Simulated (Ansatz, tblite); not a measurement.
Cost and result up the ladder for In8Sb7H24⁻, a nanocrystal cut from zinc blende InSb (hydrogen-capped) (39 atoms). Total charge -1; singlet. Geometry: PBE-D4/def2-SVP.

Cartesian coordinates in Å:
```
Sb 2.7494 -2.7230 2.6306
Sb 3.5729 -0.2655 -0.6797
Sb 1.1500 1.1053 3.2798
Sb -0.8208 -1.5460 0.0317
Sb -2.2038 2.8383 0.6232
Sb 0.2160 1.4595 -3.3362
Sb -3.8419 0.6691 -2.5868
In 2.7405 -0.8507 4.7923
In 5.0500 -2.1410 1.0361
In 0.2752 -3.7924 1.4843
In 1.0693 -0.9032 -1.9392
In -1.3091 0.4471 1.9446
In -3.3238 -1.9395 -1.3601
In -4.6147 2.9574 -1.0560
In -2.3225 1.6377 -4.8078
H 3.3493 -4.1087 3.4743
H 4.5640 0.4545 -1.8963
H 3.2900 1.2131 0.1548
H 2.1221 1.8633 2.0787
H 0.8579 2.5645 4.1554
H -0.8350 3.4079 -0.2514
H -2.1455 4.0981 1.8024
H 1.5728 2.0050 -4.2544
H 0.3215 2.7265 -2.1759
H -5.3416 0.3654 -3.3932
H 4.3079 -0.1245 5.0578
H 1.6337 -1.2924 6.0722
H 6.2425 -1.1977 1.8976
H 5.4371 -3.4203 -0.0916
H 0.7902 -4.9898 0.3192
H -0.7635 -4.1082 2.8549
H 1.3929 -2.1309 -3.1447
H -2.4871 0.0722 3.1844
H -4.5827 -2.1399 -0.1635
H -3.0331 -3.0233 -2.7008
H -5.8697 2.6042 0.1093
H -4.5133 4.4433 -1.9704
H -2.0959 0.4307 -6.0527
H -2.6015 3.3339 -5.1231
```

Ansatz on 2 threads of AMD EPYC 7R13 on a shared host and a share (18 GiB) of an NVIDIA H100 80GB HBM3; xTB runs through tblite on one thread. Times are rough, summed over both states, and most runs start from the orbitals of an earlier one. PBE0-D4/def2-SVP serves as the yardstick here, not as an exact answer. The other state is a doublet.

In the def2 sets In, Sb take a core potential; there is no spin–orbit coupling. The xTB rows come from tblite. Correlated methods freeze 60 core orbitals; core or outer-core shells of Sb, In are correlated, in sets that lack core-valence functions. Single mean-field runs in def2-SVP are fitted with def2-universal-jkfit. HOMO above LUMO, or a gap near zero within one spin, warns that the state may not be the lowest or that an electron is smeared out.

Correlated methods converge slowly with the basis, most of all in double-zeta sets.

Raw xTB energies of ions are shifted by several eV.

```json
{"level": "GFN2-xTB", "functions": "159", "vertical IE (eV)": "9.15", "difference from PBE0-D4/def2-SVP (eV)": "4.12", "remarks": "–"}
{"level": "B2PLYP/def2-SVP", "functions": "510", "vertical IE (eV)": "4.97", "difference from PBE0-D4/def2-SVP (eV)": "-0.05", "remarks": "–"}
{"level": "PBE-D4/def2-SVP", "functions": "510", "vertical IE (eV)": "4.63", "difference from PBE0-D4/def2-SVP (eV)": "-0.39", "remarks": "gap within one spin near zero (doublet)"}
{"level": "GFN1-xTB", "functions": "183", "vertical IE (eV)": "8.37", "difference from PBE0-D4/def2-SVP (eV)": "3.34", "remarks": "–"}
{"level": "PBE0-D4/def2-SVP (with forces)", "functions": "510", "vertical IE (eV)": "5.02", "difference from PBE0-D4/def2-SVP (eV)": "0.00", "remarks": "–"}
```

Task: Estimate how long each takes.

Result: GFN1-xTB 0.54 s; GFN2-xTB 0.91 s; PBE-D4/def2-SVP 26 s; PBE0-D4/def2-SVP (with forces) 42 s; B2PLYP/def2-SVP 44 s. On shared hardware such times vary by a factor of up to 3.
